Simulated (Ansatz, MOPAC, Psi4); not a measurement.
Relaxed torsion scan: SMILES C=CCC(C)(C)C. Scanned: dihedral C1–C2–C3–C4; all other coordinates were relaxed at B3LYP-D3(BJ)/def2-SVP. Points at φ and −φ are mirror images. Heavy atoms are numbered in the order of the SMILES C=CCC(C)(C)C, hydrogens after them in the order of the atoms that carry them; the mirror image has the same energies with the sign of each dihedral reversed.

Levels: PBE-D3(BJ)/def2-TZVP // B3LYP-D3(BJ)/def2-SVP (Psi4); AM1, restricted, heats of formation // B3LYP-D3(BJ)/def2-SVP (MOPAC); CCSD(T)/cc-pVDZ = CCSD(T) on RHF/cc-pVDZ, frozen core // B3LYP-D3(BJ)/def2-SVP in Ansatz (a program for electronic structure).

Energies relative to the lowest point of each profile, in mEh:

| φ / ° | PBE-D3(BJ)/def2-TZVP | AM1 |
|---|---|---|
| -165 | 2.9 | 0.5 |
| -135 | 0.5 | 0.0 |
| -105 | 0.0 | 0.5 |
| -75 | 2.8 | 2.6 |
| -45 | 6.6 | 6.1 |
| -15 | 5.6 | 5.9 |
| 15 | 5.6 | 5.9 |
| 45 | 6.6 | 6.1 |
| 75 | 2.8 | 2.6 |
| 105 | 0.0 | 0.5 |
| 135 | 0.5 | 0.0 |
| 165 | 2.9 | 0.5 |

### Question
Predict the corresponding CCSD(T)/cc-pVDZ column.

### Answer
-165: 3.1; -135: 0.6; -105: 0.0; -75: 2.9; -45: 7.2; -15: 6.3; 15: 6.3; 45: 7.2; 75: 2.9; 105: 0.0; 135: 0.6; 165: 3.1 (mEh).
